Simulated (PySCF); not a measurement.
ClIn, SMILES [Cl][In] (connectivity only; charge and spin as stated), charge +1, multiplicity 2. Atoms are numbered in the order given.

```xyz
2

In     0.0000     0.0000    -0.6005
Cl     0.0000     0.0000     1.7307
```
Charge +1, spin multiplicity 2.

The structure is a stationary point at PBE-D3(BJ)/def2-TZVP. The spin state was assumed, not searched. The def2 effective core potentials stand for the cores of In; spin–orbit coupling is left out.

Method: PBE-D3(BJ)/def2-TZVP (PySCF).

Frequencies are harmonic and unscaled.

**Question.** List the normal modes with their intensities. (Estimate from the structure and the level; the computed values follow.)

**Answer.** 
```csv
mode,ν (cm⁻¹),IR (km/mol),moving atoms (share of kinetic energy)
1,311,6.4,"Cl 76 %, In 24 %"
```
